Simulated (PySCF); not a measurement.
**SrLi⁺: frontier orbitals**

r²SCAN0 at R = 3.433 Å; PySCF, spin-free X2C with a Gaussian nucleus, basis sets Sr x2c-SVPall, Li x2c-SVPall. State: ¹Σ⁺ (singlet), closed shell. Only the outer orbitals are listed, counted within each symmetry.

```csv
orbital,occ.,ε (eV),on Sr (%),main shells (%)
8σ,2,-50.06,100,100 Sr s
4π,2,-30.26,100,100 Sr p
4π,2,-30.26,100,100 Sr p
9σ,2,-30.13,100,100 Sr p
10σ,2,-8.40,79,"70 Sr s, 16 Li s"
11σ,0,-5.40,73,"29 Sr p, 29 Sr s, 26 Li s"
5π,0,-4.80,82,"62 Sr d, 20 Sr p, 18 Li p"
5π,0,-4.80,82,"62 Sr d, 20 Sr p, 18 Li p"
```

Problem. Which are the highest filled and the lowest empty level, where do they sit, and how wide is the gap?

Solution. Highest filled 10σ at -8.40 eV (in %: 70 Sr s, 16 Li s); lowest empty 11σ at -5.40 eV (in %: 29 Sr p, 29 Sr s, 26 Li s); the gap at r²SCAN0 is 3.00 eV.

```json
{"bond order (Mayer)": "0.67", "⟨S²⟩": "0.000", "charge on Sr (Mulliken, basis-dependent)": "0.43", "charge on Sr (Löwdin, basis-dependent)": "0.64", "dipole moment (positive dipole points towards Li; it is taken about the centre of mass and depends on that origin)": "4.80 D"}
```

Closed-shell solutions of metal pairs were not tested for spin polarisation, which can lower them a little.
